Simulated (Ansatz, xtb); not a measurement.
# C5H4BNS: 6 structures ranked

6 gas-phase structures of C5H4BNS, from a drawn sample of its isomers (lower ones may exist). Each was relaxed with GFN2-xTB:

A. `Bc1csc(C#N)c1`, a singlet
B. `Bc1cscc1C#N`, a singlet
C. `Bc1ccsc1C#N`, a singlet
D. `Bc1cc(C#N)cs1`, a singlet
E. `Bc1sccc1C#N`, a singlet
F. `Bc1ccc(C#N)s1`, a singlet

Question: Estimate their order in r2SCAN-D4/def2-SVP energy at these geometries, lowest first.

Answer: Calculated order at r2SCAN-D4/def2-SVP: E (0.000), D (0.003), F (0.010), B (0.179), A (0.181), C (0.203) eV. Less than 1 kcal/mol parts E and D; D and F; B and A; A and C, so the order within those pairs means little.

Energies above the lowest of each column, in eV; the last columns are at PBE-D3(BJ)/def2-SVP geometries:

```csv
structure,GFN2-xTB,HF/STO-3G,r2SCAN-D4/def2-SVP,PBE-D3(BJ)/def2-SVP,CCSD(T)/def2-SVP + ΔMP2/def2-TZVPP
E,0.000,0.041,0.000,0.000,0.007
D,0.014,0.000,0.003,0.003,0.000
F,0.011,0.058,0.010,0.004,0.062
B,0.090,0.081,0.179,0.174,0.134
A,0.095,0.081,0.181,0.169,0.186
C,0.090,0.145,0.203,0.193,0.218
```

CCSD(T)/def2-SVP + ΔMP2/def2-TZVPP has D and E within 1 kcal/mol of each other at the bottom, and every level picks one of them. CCSD(T)/def2-SVP + ΔMP2/def2-TZVPP orders those it was run on as D (0.000), E (0.007), F (0.062), B (0.134), A (0.186), C (0.218) eV. Less than 1 kcal/mol parts D and E; A and C, so the order within those pairs means little. Flexible structures stand in one conformer each, not always the lowest. ΔMP2 is the change of the MP2 energy from the smaller to the larger basis.

Over these structures GFN2-xTB departs from r2SCAN-D4/def2-SVP by 0.050 eV on average once a common shift is removed. A GFN2-xTB relaxation took about 0.068 s and the r2SCAN-D4/def2-SVP energy about 3.6 s on a shared host (Ansatz 0.2.0, xtb 6.7.1).
